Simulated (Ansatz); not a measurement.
**Worked example: C5H9Br + CH4O → C5H10O + CH3Br**

Gas-phase species: C5H9Br (bromocyclopentane) `BrC1CCCC1`, singlet; CH4O `CO`, singlet; C5H10O (cyclopentanol) `OC1CCCC1`, singlet; CH3Br (bromomethane) `CBr`, singlet. The partners trade Br for OH; both sit on C, so the bond types are kept.

Shapes, held fixed at every level: PBE0-D4/def2-TZVP. Flexible molecules stand in one conformer, not always the lowest. Programs: Ansatz 0.2.0. The zero-point and thermal change to 298 K, harmonic and unscaled (PBE0-D4/def2-TZVP), is -1.7 kJ/mol.

At CCSD(T)/def2-TZVPP; 1 Eh = 2625.50 kJ/mol:

```
species   energy (Eh)
 C5H9Br  -2768.302714
   CH4O   -115.555339
 C5H10O   -271.317759
  CH3Br  -2612.542543
```

Work out ΔH(298 K) of the reaction at this level.


1. Products less reactants: (-271.317759) + (-2612.542543) − [(-2768.302714) + (-115.555339)] = -0.002249 Eh = -5.9 kJ/mol.
2. With the thermal change: -5.9 + (-1.7) = -7.6 kJ/mol.

Other levels give -11.1 (r2SCAN-D4/def2-TZVPP) to -7.9 kJ/mol (CCSD/def2-TZVPP). No measured value is set beside it here. Relativity is left out for Br. Outer-core shells of Br are correlated, in sets that cover them unevenly.
